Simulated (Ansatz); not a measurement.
```xyz
9

O    -0.010    1.702    0.294
B     0.394    0.428    0.030
O     1.694    0.064   -0.167
Si   -1.011   -1.038   -0.076
H     0.689    2.363    0.339
H     2.344    0.771   -0.110
H    -2.386   -0.499    0.098
H    -0.942   -1.732   -1.392
H    -0.773   -2.059    0.983
```

Total charge 0; spin multiplicity 1.

Q: List the B3LYP/def2-TZVPP orbital energies in eV (Ansatz). (Best estimate.)

A: The calculation gave: Occupied: -1798.28, -521.27, -521.26, -184.88, -142.88, -98.19, -98.19, -98.17, -28.83, -27.90, -16.32, -15.42, -14.09, -12.21, -11.19, -9.93, -9.44, -9.16, -9.14, -8.18. Lowest empty: -0.26, -0.23, 0.90, 1.31, 1.69, 2.01, 2.33, 3.16.

B3LYP here is the variant with VWN-RPA as its local correlation; programs differ in this.
